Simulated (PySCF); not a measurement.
Vertical excitations of a molecule C₄H₆ClF from TDA-PBE/def2-SVPD in PySCF, as energy in eV (oscillator strength): 5.50 (0.004), 6.12 (0.001), 6.37 (0.003), 6.44 (0.001), 6.56 (0.007), 6.87 (0.010), 6.94 (0.001), 7.00 (0.012), 7.21 (0.008), 7.25 (0.044). Lowest triplet (TDA): 4.38 eV. The structure is a stationary point at r2SCAN-D4/def2-SVP. Other conformers were not sampled.

Question: Identify the compound among the candidates.
A) F[C@@H]1C[C@@H]1CCl
B) F/C=C/CCCl
C) C/C(F)=C(\C)Cl
D) C[C@@H]1[C@H](F)[C@@H]1Cl

Answer: B, F/C=C/CCCl
